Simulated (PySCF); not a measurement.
PySCF input (TPSS/def2-TZVPD):

```python
from pyscf import gto, scf, dft

mol = gto.M(
    atom='''
    Ga    0.00000000    0.00000000    0.00000000
    F    -0.00000000   -0.00000000   -1.67033807
    F     0.00000000    0.00000000    1.67033807
    ''',
    basis='def2-tzvpd',
    charge=1,
    spin=0,
    verbose=4,
)

mf = dft.RKS(mol, xc='tpss').density_fit(auxbasis='def2-universal-jkfit')
mf.grids.level = 3
mf.conv_tol = 1e-9
mf.max_cycle = 100
mf.max_memory = 1500
mf.kernel()
if not mf.converged:
    mf = mf.newton()
    mf.kernel(mf.make_rdm1())
mf.analyze()
```

End of the output:

```
Extra cycle  E= -2124.352384478  delta_E= 1.27e-11  |g|= 1.21e-05  |ddm|= 1.33e-05
converged SCF energy = -2124.352384478
**** SCF Summaries ****
Total Energy =                       -2124.352384478004751
Nuclear Repulsion Energy =             189.609855887209790
One-electron Energy =                -3324.992282180488473
Two-electron Energy =                 1011.030041815273535
Two-electron Coulomb Energy =         1106.780541439223725
DFT Exchange-Correlation Energy =      -95.750499623950162
HOMO-LUMO gap [eV] =                     5.711846652211243
**** MO energy ****
MO #1   energy= -371.950691334401  occ= 2
MO #2   energy= -45.8309576411737  occ= 2
MO #3   energy= -40.6011377251938  occ= 2
MO #4   energy= -40.6011377251937  occ= 2
MO #5   energy= -40.5943265226874  occ= 2
MO #6   energy= -24.6958271793299  occ= 2
MO #7   energy= -24.6958216255841  occ= 2
MO #8   energy= -5.7033609090948   occ= 2
MO #9   energy= -4.00732314084512  occ= 2
MO #10  energy= -4.00732314084511  occ= 2
MO #11  energy= -3.99352907540302  occ= 2
MO #12  energy= -1.39539230005102  occ= 2
MO #13  energy= -1.37339980474649  occ= 2
MO #14  energy= -1.11226423074935  occ= 2
MO #15  energy= -1.11226410788062  occ= 2
MO #16  energy= -1.10560699899389  occ= 2
MO #17  energy= -1.10560699899381  occ= 2
MO #18  energy= -1.0884916993905   occ= 2
MO #19  energy= -0.730623213579458 occ= 2
MO #20  energy= -0.695088190595733 occ= 2
MO #21  energy= -0.652152061251985 occ= 2
MO #22  energy= -0.652152061251948 occ= 2
MO #23  energy= -0.633660002468693 occ= 2
MO #24  energy= -0.633660002468673 occ= 2
MO #25  energy= -0.423753507885372 occ= 0
MO #26  energy= -0.309244455285648 occ= 0
MO #27  energy= -0.309244455285618 occ= 0
MO #28  energy= -0.146466809083562 occ= 0
MO #29  energy= -0.134282520990501 occ= 0
MO #30  energy= -0.0989965842792772 occ= 0
MO #31  energy= -0.0989965230297135 occ= 0
MO #32  energy= -0.0682063156487788 occ= 0
MO #33  energy= -0.0682063156487062 occ= 0
MO #34  energy= -0.058498689341672 occ= 0
MO #35  energy= -0.0534859595477222 occ= 0
MO #36  energy= -0.0534859595476311 occ= 0
MO #37  energy= -0.0190824200100582 occ= 0
MO #38  energy= 0.06697955816407   occ= 0
MO #39  energy= 0.0669796559811607 occ= 0
MO #40  energy= 0.0686480474365582 occ= 0
MO #41  energy= 0.0727980590930225 occ= 0
MO #42  energy= 0.0727980590930561 occ= 0
MO #43  energy= 0.0912686708698922 occ= 0
MO #44  energy= 0.0912686708699649 occ= 0
MO #45  energy= 0.10495830979435   occ= 0
MO #46  energy= 0.105557978811427  occ= 0
MO #47  energy= 0.114743013740403  occ= 0
MO #48  energy= 0.114743013740494  occ= 0
MO #49  energy= 0.151567334843147  occ= 0
MO #50  energy= 0.216782541872909  occ= 0
MO #51  energy= 0.216783243323714  occ= 0
MO #52  energy= 0.225793166036674  occ= 0
MO #53  energy= 0.361048100371257  occ= 0
MO #54  energy= 0.363101225571152  occ= 0
MO #55  energy= 0.363102316079776  occ= 0
MO #56  energy= 0.442931962463642  occ= 0
MO #57  energy= 0.447877718990529  occ= 0
MO #58  energy= 0.447877718990554  occ= 0
MO #59  energy= 0.450274664228951  occ= 0
MO #60  energy= 0.450274664228952  occ= 0
MO #61  energy= 0.538399187914769  occ= 0
MO #62  energy= 0.538399187914847  occ= 0
MO #63  energy= 0.604442339604045  occ= 0
MO #64  energy= 0.604442623367523  occ= 0
MO #65  energy= 0.618358273844579  occ= 0
MO #66  energy= 0.618358273844623  occ= 0
MO #67  energy= 0.629015166163632  occ= 0
MO #68  energy= 0.62901516616366   occ= 0
MO #69  energy= 0.668046383632452  occ= 0
MO #70  energy= 0.760324480070888  occ= 0
MO #71  energy= 0.79778334856072   occ= 0
MO #72  energy= 0.797785403901088  occ= 0
MO #73  energy= 0.87796609528449   occ= 0
MO #74  energy= 0.901279071400156  occ= 0
MO #75  energy= 0.925839919534456  occ= 0
MO #76  energy= 0.925839919534519  occ= 0
MO #77  energy= 0.954946688498956  occ= 0
MO #78  energy= 0.954946688498978  occ= 0
MO #79  energy= 0.956648469849558  occ= 0
MO #80  energy= 1.03513641240214   occ= 0
MO #81  energy= 1.36228729143065   occ= 0
MO #82  energy= 1.75589508160026   occ= 0
MO #83  energy= 1.91493547768208   occ= 0
MO #84  energy= 1.91493794492101   occ= 0
MO #85  energy= 1.91978970352342   occ= 0
MO #86  energy= 1.91979611267505   occ= 0
MO #87  energy= 1.97761323111512   occ= 0
MO #88  energy= 1.97761323111521   occ= 0
MO #89  energy= 2.01308260115137   occ= 0
MO #90  energy= 2.01308522353226   occ= 0
MO #91  energy= 2.12017044014105   occ= 0
MO #92  energy= 2.12017044014107   occ= 0
MO #93  energy= 2.25566159924679   occ= 0
MO #94  energy= 2.25566159924679   occ= 0
MO #95  energy= 2.32917814062279   occ= 0
MO #96  energy= 2.69296489898841   occ= 0
MO #97  energy= 2.95800802699543   occ= 0
MO #98  energy= 2.95800802699545   occ= 0
MO #99  energy= 3.1023249447756    occ= 0
MO #100 energy= 3.10232494477562   occ= 0
MO #101 energy= 3.2196476288046    occ= 0
MO #102 energy= 3.21964762880464   occ= 0
MO #103 energy= 3.45848577155046   occ= 0
MO #104 energy= 3.53743089910031   occ= 0
MO #105 energy= 3.91969729639549   occ= 0
MO #106 energy= 3.95321217801528   occ= 0
MO #107 energy= 5.03086437135484   occ= 0
[...]
```
